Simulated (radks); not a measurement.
Values are calculated unless marked as measured or tabulated.
Effect of the nuclear size on neutral caesium, [Xe] 6s1. Level of theory: Dirac Kohn-Sham, BLYP, spin-unpolarised, spherical densities, finite nucleus; Fermi nuclear charge, rms radius 4.8041 fm (a radial shooting solver on a logarithmic mesh with Libxc functionals). The rms radius is varied about that value; shifts are against it.

\begin{tabular}{lrrrrrrr}
rms radius (fm) & total energy shift (eV) & density at nucleus (e/bohr^3) & 1s1/2 shift (meV) & 2s1/2 shift (meV) & 4p1/2 shift (meV) & 5s1/2 shift (meV) & 5p1/2 shift (meV) \\ \hline
3.8673 & -2.65 & 3.086e+05 & -1100 & -132 & 0.455 & -0.776 & 0.138 \\
4.3381 & -1.38 & 3.02e+05 & -574 & -68.4 & 0.236 & -0.403 & 0.072 \\
4.8041 & 0 & 2.963e+05 & 0.000 & 0.000 & 0.000 & 0.000 & 0.000 \\
4.9578 & 0.479 & 2.946e+05 & 200 & 23.8 & -0.082 & 0.140 & -0.025 \\
5.9283 & 3.78 & 2.849e+05 & 1580 & 188 & -0.649 & 1.11 & -0.197 \\
\end{tabular}

Slopes of the eigenvalues against <r^2> in GHz/fm^2, as finite differences over the two radii next to the reference (eigenvalue slopes, not the field-shift constants of lines): 1s1/2 32500, 2s1/2 3870, 4p1/2 -13.4, 5s1/2 22.8, 5p1/2 -4.06.
